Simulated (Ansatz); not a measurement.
def2 core potentials replace the inner electrons of Sb.

Z-matrix (Å, degrees):
```
Sb
O 1 2.0017
H 2 0.9696 1 110.79
O 1 2.0100 2 98.81 3 -50.80
H 4 0.9681 1 110.63 2 -90.23
C 1 2.1732 2 95.65 3 39.10
H 6 1.0999 1 109.65 2 49.76
H 6 1.1000 7 109.63 1 -122.03
H 6 1.1004 7 110.48 8 -120.45
```
Charge 0, spin multiplicity 1.

Method: frozen-core CCSD(T)/def2-TZVPP // B3LYP-D3(BJ)/def2-SVP in Ansatz (an electronic-structure program).

The HF energy is -429.87693 Ha. The MP2 correlation energy comes out as -1.02278 Ha.

**Question.** Estimate the CCSD correlation energy, the (T) correction, the total energy and the T1 diagnostic.

**Answer.** 
The CCSD correlation energy is -1.02790 Ha and the (T) correction comes out as -0.03740 Ha. The CCSD(T) total energy is -430.94224 Ha and the T1 diagnostic comes out as 0.015.
